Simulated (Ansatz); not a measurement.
```yaml
crystal:
  periodic: [false, false, false]
  atoms:
    - {symbol: Xx, position_ang: [-1.925444, -0.265633, 0.386956]}
    - {symbol: Si, position_ang: [0.142746, 0.639762, 0.117253]}
    - {symbol: Se, position_ang: [1.721180, -0.828911, -0.604861]}
    - {symbol: H, position_ang: [-1.971673, -0.761172, -0.994971]}
    - {symbol: H, position_ang: [0.166389, 1.708017, -0.910452]}
    - {symbol: H, position_ang: [0.454611, 1.197793, 1.454880]}
    - {symbol: H, position_ang: [1.473391, -1.757956, 0.505495]}
basis:
  gaussian: {orbitals: def2-SVP}
magnetization: {spin_polarized: true, initial_magnetization: 2}
hamiltonian: {xc: {name: B3LYP5}}
accuracy: high
```

```sh
$ ansatz run in.yaml --threads 4 --pin off --events-out ev --progress --plain --max-ram 10444MiB
```

(1) How does Ansatz answer? (Estimate.)

Answers

(1) The calculation gave: The program refused the input.
```
Error: YAML parse error: error: line 4 column 16: `Xx` is not an element symbol (H … Og, case-exact)
 --> <input>:4:16
2 |   periodic: [false, false, false]
3 |   atoms:
4 |     - {symbol: Xx, position_ang: [-1.925444, -0.265633, 0.386956]}
5 |     - {symbol: Si, position_ang: [0.142746, 0.639762, 0.117253]}
6 |     - {symbol: Se, position_ang: [1.721180, -0.828911, -0.604861]}
```

B3LYP here is the variant with VWN-RPA as its local correlation; programs differ in this.
